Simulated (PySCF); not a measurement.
Two species compared at the same levels of theory.

First species: C₆H₁₁FO₂.
SMILES with atom numbers: `[CH3:1][CH2:2][C@@:3]([CH3:4])([O:5][CH3:6])[C:7](=[O:8])[F:9]` (hydrogens: H10, H11, H12 on C1; H13, H14 on C2; H15, H16, H17 on C4; H18, H19, H20 on C6)

Structure used (GFN2-xTB), in Å, numbered top down from 1:
```xyz
20
C6H11FO2 angstrom
C      2.1995   -0.5320    0.6335
C      1.3975    0.4942   -0.1577
C     -0.1250    0.2516   -0.0519
C     -0.8892    1.3604   -0.7985
O     -0.3470   -1.0368   -0.5863
C     -1.6831   -1.4746   -0.7175
C     -0.5189    0.3055    1.4094
O     -1.0024   -0.5083    2.1108
F     -0.2487    1.5454    1.9313
H      2.0241   -0.4261    1.7018
H      1.9121   -1.5352    0.3329
H      3.2614   -0.3985    0.4446
H      1.6575    0.4243   -1.2146
H      1.6217    1.5023    0.1929
H     -1.9620    1.2727   -0.6409
H     -0.5657    2.3352   -0.4446
H     -0.6774    1.2790   -1.8619
H     -2.2128   -0.9273   -1.5043
H     -2.2365   -1.3989    0.2210
H     -1.6102   -2.5224   -1.0033
```

Second species: C5H18Si3.
InChI=1S/C5H18Si3/c1-5(2,3)4-8(6)7/h8H,4H2,1-3,6-7H3

Levels: PBE0/pcSseg-1 for dipole moment, HOMO energy, LUMO energy and HOMO–LUMO gap; GFN2-xTB for rotational constant A and rotational constant C. Geometries: GFN2-xTB. Each structure is a single optimised conformer of the isolated species, non-relativistic unless stated; the electronic structure was computed with PySCF and density fitting.

Dipoles, sizes and rotational constants follow the conformer. The torsions of the flexible species, by atom-mapped SMILES:
- `[CH3:1][CH2:2][C@@:3]([CH3:4])([O:5][CH3:6])[C:7](=[O:8])[F:9]`: C1–C2–C3–C4 177°, C2–C3–O5–C6 -175°, C2–C3–C7–O8 -119°
- `[CH3:1][C:2]([CH3:3])([CH3:4])[CH2:5][SiH:6]([SiH3:7])[SiH3:8]`: C1–C2–C5–Si6 -57°, C2–C5–Si6–Si7 70°

```
             property   column X   column Y
        dipole moment     1.39 D     2.68 D
          HOMO energy   -8.09 eV   -7.85 eV
          LUMO energy   -0.47 eV   -0.46 eV
        HOMO–LUMO gap    7.62 eV    7.39 eV
rotational constant A  1.279 GHz  1.741 GHz
rotational constant C  0.588 GHz  1.289 GHz
```

**Question.** Which column belongs to which species?

**Answer.** Column X is the second species and column Y the first. The first has 20 atoms and 72 electrons, the second 26 and 90.

**Question.** How does each property change from the first species to the second?

**Answer.** dipole moment -1.29 D; HOMO energy -0.24 eV; LUMO energy -0.01 eV; HOMO–LUMO gap +0.23 eV; rotational constant A -0.462 GHz; rotational constant C -0.701 GHz.

On the first: In atomic units the dipole is 1.05 e·bohr (1 au = 2.5417 D).

On the second: In atomic units the dipole is 0.55 e·bohr (1 au = 2.5417 D).
